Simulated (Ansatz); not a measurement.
Ansatz results at the PBE0-D4/def2-TZVP geometry: HOMO–LUMO gap (ωB97M-V/def2-TZVPP) 8.51 eV; size of the dipole moment (ωB97M-V/def2-TZVPP) 0.61 D; LUMO energy (ωB97M-V/def2-TZVPP) 0.47 eV.

Task: Which molecule gave them?
A. `FB1[BH][GeH2][O]1`
B. `C[BH][GaH2]`
C. `[TeH][SiH]1CC1`
D. `C1[SiH2]C[Te]1`

Result: D. The others give `[TeH][SiH]1CC1`: 9.66, 0.55, 1.06; `C[BH][GaH2]`: 9.44, 1.39, 0.17; `FB1[BH][GeH2][O]1`: 8.69, 3.02, -1.25.
